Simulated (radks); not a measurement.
Values are calculated unless marked as measured or tabulated.
Neutral rubidium, [Kr] 5s1. Code: a radial shooting solver on a logarithmic mesh with Libxc functionals. Model: non-relativistic Kohn-Sham, r2SCAN, spin-polarised, spherical densities, point nucleus; meta-GGA in the generalised Kohn-Sham scheme. Every spin shell is full or empty, so the densities are truly spherical. Functionals are evaluated on that one density, not self-consistently. Rank these exchange functionals by their error against the exact value of the orbitals, and give that value: LDA, B88, PBEsol, RPBE, OPTX, SOGGA, B86b, G96, Tao-Mo, TASK.

Answer. Exact: -97.8450 hartree. From best to worst, with 100 (|E| - |E exact|)/|E exact| (equal figures are ties): B86b +0.04, B88 +0.04, RPBE -0.18, G96 +0.31, Tao-Mo -0.69, OPTX +0.88, TASK -2.43, PBEsol -2.52, SOGGA -2.54, LDA -5.49.
